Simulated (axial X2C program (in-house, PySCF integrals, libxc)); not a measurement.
# Lu: configurations by level of theory

Computed with an axial X2C code built on PySCF integrals, basis dyall-v3z (cores contracted in-house), spin-free (one-electron X2C) and two-component (2c, atomic mean-field Coulomb and Gaunt terms). Energies in eV from the lowest row of each column (rows without correlated energies are left out; n/a marks j-coupled starts, which PBE0 does not hold); electrons by l are Mulliken totals of the Hartree–Fock solution, and PBE0 can relax to another configuration under the same block occupation. Coupled cluster uses truncated natural virtuals with an MP2 remainder. Frozen shells in the correlated columns: 4 s, 3 p, 2 d.

Spin-free determinants:

```csv
electrons by l,"M_S, M_L",HF,MP2,PBE0
s12 p24 d21 f14,"1/2, 2",0.00,0.00,0.10
s12 p24 d21 f14,"1/2, 0",0.00,0.00,0.00
s12 p24 d21 f14,"1/2, 1",0.05,0.01,0.06
s11.9 p25 d20 f14,"1/2, 1",0.34,0.85,0.90
```

Two-component determinants:

```csv
electrons by l,2M_J,HF,MP2,PBE0
s12 p24 d21 f14,3,0.07,0.00,0.00
s12 p24 d21 f14,1,0.13,0.01,0.00
s12 p24 d21 f14,3,0.29,0.26,n/a
s12 p24 d21 f14,5,0.26,0.27,0.24
s11.8 p25 d20.2 f14,1,0.00,0.77,0.68
s11.9 p25 d20.1 f14,1,0.45,1.02,n/a
s11.9 p25 d20 f14,3,0.66,1.14,1.08
```

Ground level as tabulated from the NIST Atomic Spectra Database (leading term): 2S+1 = 2, L = 2, J = 3/2.

Spin-free rows of one term, and 2c rows of one J level, should be degenerate; broken spherical symmetry, the missing current term of PBE0 and determinants that mix terms or J levels spread them. The search is wide but not exhaustive and can miss a configuration; gaps between s and d configurations can be off by some tenths of an eV with this basis and core.

The run took 95 s on 1 thread of Arm Neoverse V2, with other jobs on the host.
